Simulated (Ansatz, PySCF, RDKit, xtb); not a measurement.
Noncovalent pair: CH3F (SMILES CF) (first 5 atoms) with CH2O (SMILES C=O); geometry from B3LYP-D3(BJ)/def2-TZVP, rigid monomers moved along the line of their centres of mass till F2···H9 is 2.19 Å.
(charge 0, multiplicity 1):
```xyz
9

C      0.163    -0.261    -0.457
F      0.451     1.042    -0.036
H      1.001    -0.622    -1.053
H      0.021    -0.882     0.427
H     -0.745    -0.233    -1.060
C      0.298     0.437     2.940
O      0.045    -0.709     2.682
H      0.370     0.791     3.987
H      0.469     1.188     2.149
```

Interaction energies are E(AB) − E(A) − E(B) at the monomers' geometry in the complex; basis-set methods are counterpoise corrected. Rows marked so take none.

Correlated levels freeze the cores. Rows in 6-31G* carry no dispersion term and start afresh at each structure (6-31G* with six Cartesian d functions).

The values were computed with Ansatz (an electronic-structure program) with Gaussian orbitals; PySCF for 6-31G* rows; RDKit for the force fields; xtb for the GFN methods. Each number belongs to the level named beside it.

Task: One of these levels gives -2.08 kcal/mol for the interaction energy. Which?
A) MMFF94
B) CCSD(T)/aug-cc-pVDZ
C) GFN2-xTB
D) B3LYP/6-31G* (no counterpoise)

Result: C, GFN2-xTB. The others give -0.85 (MMFF94), -3.82 (B3LYP/6-31G* (no counterpoise)), -1.55 (CCSD(T)/aug-cc-pVDZ)
